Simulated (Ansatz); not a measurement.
Ansatz results at the PBE0-D4/def2-TZVP geometry: LUMO energy (PBE/def2-TZVPP) -2.31 eV; HOMO energy (PBE/def2-TZVPP) -6.34 eV; HOMO–LUMO gap (B3LYP/def2-TZVPP) 5.64 eV.

Each molecule was computed in one conformer, which needn't be the lowest.

Q: Which molecule gave them?
A. `[CH3][GeH]([F])[SiH2]F`
B. `OC1N[SiH2]1`
C. `CO[SiH2][SnH3]`
D. `O[CH2][GaH2]`

A: D. The others give `CO[SiH2][SnH3]`: -1.22, -6.27, 6.67; `[CH3][GeH]([F])[SiH2]F`: -1.59, -6.92, 7.02; `OC1N[SiH2]1`: -0.99, -5.42, 6.04.

B3LYP here is the variant with VWN-RPA as its local correlation; programs differ in this.
